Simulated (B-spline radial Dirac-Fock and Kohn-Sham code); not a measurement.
Two-hole binding energies of Gd³⁺

System: Gd³⁺, 1s2 2s2 2p6 3s2 3p6 3d10 4s2 4p6 4d10 4f7 5s2 5p6, inside a Watson sphere of charge -3 and radius 2.4 Å (a model of the Madelung potential; inside it an electron's potential energy is raised by 18.0 eV).

Input file task.json (cfg lists n, l and occupation; rrms is the nuclear radius in fm):

```json
{"items": [{
  "Z": 64,
  "q": 3,
  "cfg": [[1, 0, 2], [2, 0, 2], [2, 1, 6], [3, 0, 2], [3, 1, 6], [3, 2, 10], [4, 0, 2], [4, 1, 6], [4, 2, 10], [4, 3, 7], [5, 0, 2], [5, 1, 6]],
  "A": 158,
  "rrms": 5.1569,
  "watson": [-3, 2.4],
  "do": ["binding", "quiet", "double"]
}]}
```

Run with: `python xray_run.py task.json out`

Calculated with a radial B-spline solver, using ΔSCF Dirac-Fock with Breit, self-energy and vacuum polarisation, finite nucleus, configuration average. U is the two-hole binding energy less the two single-hole energies, the effective repulsion of the holes after relaxation. Each two-hole energy is an average over J within one jj subconfiguration.

```
          holes  E(a) (eV)  E(b) (eV)  E(ab) (eV)  U (eV)
   1s⁻¹ 2p1/2⁻¹    50257.5     7951.7           ?       ?
   1s⁻¹ 2p3/2⁻¹    50257.5     7264.0     57804.0   282.6
   1s⁻¹ 3p1/2⁻¹    50257.5     1712.9     52067.6    97.2
   1s⁻¹ 3p3/2⁻¹    50257.5     1569.5     51914.3    87.3
   1s⁻¹ 3d5/2⁻¹    50257.5     1207.8     51545.9    80.7
2p1/2⁻¹ 2p3/2⁻¹     7951.7     7264.0     15416.7   201.0
        2p3/2⁻²     7264.0     7264.0     14724.7   196.8
   2s⁻¹ 3d3/2⁻¹     8402.3     1238.2      9721.8    81.3
2p1/2⁻¹ 3p3/2⁻¹     7951.7     1569.5      9597.2    76.0
2p3/2⁻¹ 3p1/2⁻¹     7264.0     1712.9      9056.1    79.2
2p3/2⁻¹ 3d5/2⁻¹     7264.0     1207.8      8550.4    78.7
        3p1/2⁻²     1712.9     1712.9      3485.8    59.9
3d3/2⁻¹ 3d5/2⁻¹     1238.2     1207.8      2508.4    62.4
5p1/2⁻¹ 5p3/2⁻¹      42.44      37.87       94.19    13.9
```

**Question.** Give the missing two-hole energy and U.

**Answer.** E(ab) = 58535.4 eV and U = 326.2 eV.
